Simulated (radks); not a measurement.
The numbers below are computed, except where a source is named.
Species: Sc VI. Configuration: [Ne] 3s2 3p4. Level of theory: scalar-relativistic Kohn-Sham, SCAN, spin-polarised, spherical densities, finite nucleus; open shells are filled with parallel spins first; meta-GGA in the generalised Kohn-Sham scheme; Fermi nuclear charge, rms radius 3.5459 fm (a radial shooting solver on a logarithmic mesh with Libxc functionals).

Unscreened Slater integrals over Kohn-Sham orbitals (hartree). They are taken over the spin-up orbitals.

integral,value
"F0(3p,3p)",0.85740
"F2(3p,3p)",0.43819
"F0(3p,3s)",0.87410
"G1(3p,3s)",0.58650
"F0(3p,2p)",1.1520
"F2(3p,2p)",0.23416
"G0(3p,2p)",0.094131
"G2(3p,2p)",0.097412
"F0(3s,3s)",0.89244
"F0(3s,2p)",1.1775
"G1(3s,2p)",0.099880
"F0(2p,2p)",2.9868
"F2(2p,2p)",1.3996

Derived for the open shells (J is the average intra-shell exchange parameter used in DFT+U). 3p: J = F2/5 = 0.08764 hartree; in LS coupling 1D lies 6 F2/25 = 0.1052 hartree above 3P.
